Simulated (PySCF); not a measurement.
Species: C₃H₈NOSi (doublet state).
Cartesian coordinates in Å at the GFN2-xTB level; atoms count from 1:
```xyz
14
C3H8NOSi angstrom
C      1.981    0.184    0.703
C      1.127   -0.973    0.189
C     -0.026   -0.462   -0.653
O     -0.013   -0.517   -1.891
Si    -1.444    0.385    0.171
N     -2.789    0.719   -0.834
H      1.385    0.852    1.323
H      2.813   -0.191    1.295
H      2.381    0.754   -0.132
H      1.736   -1.632   -0.433
H      0.737   -1.544    1.034
H     -1.814    0.361    1.571
H     -2.674    0.566   -1.824
H     -3.402    1.498   -0.655
```

The hyperfine couplings belong to this conformer and change with its torsions.

The species is `CCC(=O)[SiH]N` [radical].

Theory: UKS B3LYP, pcH-1 on C H N O Si, non-relativistic, mean-field spin-orbit, GIAO in PySCF. One conformer (not necessarily the lowest) at the GFN2-xTB geometry, without solvent, vibrations or thermal averaging. Couplings are sensitive to structure, and on GFN2-xTB geometries they can be far from those on DFT ones, by a factor of two or more for some ions and for spin on atoms past the first row. The SCF solution wasn't tested for stability.

Task: Match the computed a_iso(13C) values +21.9, -14.1, -4.4 MHz with the sites C1; C2; C3.

Result: 
```
site  a_iso (MHz)  ρ(0) (bohr⁻³)          position  distance from Si5 (Å)  spin population  largest |T| (MHz)
  C1        +21.9        +0.0195  3 bonds from Si5                   3.47            +0.01                2.4
  C2         -4.4        -0.0039  2 bonds from Si5                   2.91            -0.01                1.1
  C3        -14.1        -0.0125   1 bond from Si5                   1.85            +0.04               11.2
```

ρ(0) is the spin density at the nucleus and T the dipolar tensor; a_iso includes a spin–orbit part; entries for several nuclei are means. The Mulliken spin populations are largest on Si5 (+0.69), O4 (+0.20) and N6 (+0.10). The angles at Si5 add up to 355.6°, so it is nearly planar.

Examples of negative spin density at the nucleus (bohr⁻³): C3 (-0.0125), C2 (-0.0039) and H13 (-0.0020).

Means are taken over nuclei equivalent by connectivity, which assumes that they swap fast. H13 and H14 aren't averaged: N6 is flat or nearly so (angle sum 350°), and its turn about the short N6–Si5 bond (1.71 Å) is taken as slow. The three 1H nuclei of mean +4.3 MHz run from -0.5 to 9.1 MHz in the frozen geometry. The 1H value of +2.1 MHz is a mean of couplings from -3.1 to 7.4 MHz in this one geometry, not an average over conformers.
